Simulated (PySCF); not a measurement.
CHBrClF, SMILES F[C@H](Cl)Br. Atoms are numbered in the order given.

```xyz
5

C     -0.5990    -0.4728     0.3775
F     -0.9173    -1.5475    -0.3534
Cl    -1.7825     0.8228     0.1053
Br     1.2215     0.1001    -0.0663
H     -0.5987    -0.7246     1.4449
```
Charge 0, spin multiplicity 1.

Coordinates come from a B3LYP-D3(BJ)/def2-SVP optimisation.

These are PBE/def2-TZVPD in PySCF values and carry that method's errors.

ESP charges are fitted to the potential on shells at 1.4 to 2.0 van der Waals radii. Atomic charges (e):

```tsv
atom	IAO	ESP fit
C1	___	-0.39
F2	-0.24	0.04
Cl3	___	0.04
Br4	-0.02	0.02
H5	___	0.30
```

Task: Complete the blanks. (An estimate is asked for; the answer gives what the named calculation found.)

Result: 
- C1, IAO: 0.10
- Cl3, IAO: -0.03
- H5, IAO: 0.19
